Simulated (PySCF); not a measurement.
disilylmethane (CH$_{8}$Si$_{2}$), singlet, at a GFN2-xTB geometry. Base run: CCSD(T)/3-21G (PySCF).

Input for PySCF:
```python
from pyscf import gto, scf, cc

mol = gto.Mole()
mol.atom = '''
    Si    1.469501    0.675243   -0.004315
    C     0.249959   -0.773362   -0.140745
    Si   -1.582865   -0.324499    0.068147
    H     2.839701    0.182994   -0.185178
    H     1.181014    1.668952   -1.040543
    H     1.358676    1.297376    1.316715
    H     0.513805   -1.524899    0.604684
    H     0.384534   -1.254531   -1.110514
    H    -1.982528    0.632796   -0.965442
    H    -1.804865    0.261220    1.391816
    H    -2.402995   -1.534148   -0.060719
'''
mol.basis = '3-21g'
mol.charge = 0
mol.spin = 0
mol.verbose = 4
mol.build()

mf = scf.RHF(mol)
mf.kernel()

mycc = cc.CCSD(mf)
mycc.kernel()
et = mycc.ccsd_t()
print('E(CCSD(T)) = %.10f' % (mycc.e_tot + et))
mf.analyze()
```

Each row names what was changed in the base input (with any setting that the change needs).

| change | ΔE vs base (kcal/mol) | MP2 correlation (Eh) | CC correlation without the perturbative part (Eh) | basis functions |
|---|---|---|---|---|
| base | 0.000 | -0.21811 | -0.26408 | 51 |
| density fitting = JK and correlation | 0.044 | -0.21788 | -0.26411 | 51 |
| cart = on | 0.000 | -0.21811 | -0.26408 | 51 |
| cc.iterative_damping = 0.8 | 0.000 | -0.21811 | -0.26408 | 51 |
| cc.conv_tol = 1e-9 | 0.000 | -0.21811 | -0.26408 | 51 |
| cc.direct = True | 0.000 | -0.21811 | -0.26408 | 51 |
| cc.diis_space = 10 | 0.000 | -0.21811 | -0.26408 | 51 |
| cc.diis_space = 3 | 0.000 | -0.21811 | -0.26408 | 51 |
| cc.conv_tol = 1e-5 | 0.000 | -0.21811 | -0.26408 | 51 |
| cc.level_shift = 0.2 | 0.000 | -0.21811 | -0.26408 | 51 |
